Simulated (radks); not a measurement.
Values are calculated unless marked as measured or tabulated.
Problem. W LXI, 14 electrons, occupied as [Ne] 3s2 3p2. Level of theory: non-relativistic Kohn-Sham, LDA (Slater exchange, Perdew-Wang correlation), spin-unpolarised, spherical densities, point nucleus; relativity is left out, which matters for an element this heavy (a radial shooting solver on a logarithmic mesh with Libxc functionals). Some entries of the table are withheld. Estimate them.

| orbital | occ. | eigenvalue (hartree) | <1/r> (bohr^-1) |
|---|---|---|---|
| 1s | 2 | -2516.405 | (1) |
| 2s | 2 | -551.5865 | 17.47 |
| 2p | 6 | (2) | (3) |
| 3s | 2 | -228.1448 | (4) |
| 3p | 2 | -223.0947 | 7.346 |
| 3d | 0 | -215.4567 | 7.234 |
| 4s | 0 | (5) | 4.047 |

Solution. 
(1) 1s <1/r> (bohr^-1): 73.43
(2) 2p eigenvalue (hartree): -538.0125
(3) 2p <1/r> (bohr^-1): 17.45
(4) 3s <1/r> (bohr^-1): 7.387
(5) 4s eigenvalue (hartree): -123.6430
